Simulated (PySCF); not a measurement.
A structure optimised at PBE0-D3(BJ)/def2-SVP, used in a PySCF frequency run:

```
Al
N 1 1.7637
H 2 1.0127 1 126.13
H 2 1.0131 3 110.19 1 180.00
N 1 1.7637 2 123.78 3 0.00
H 5 1.0127 1 126.13 2 0.00
H 5 1.0131 6 110.19 1 180.00
Cl 1 2.1082 2 118.11 3 180.00
```

Q: Write its SMILES, formula and point group.

A: [NH2][Al]([NH2])[Cl], AlClH₄N₂, C2v

Q: What are its rotational constants (standard atomic weights)?

A: 5.8982, 3.1487, 2.0528 GHz
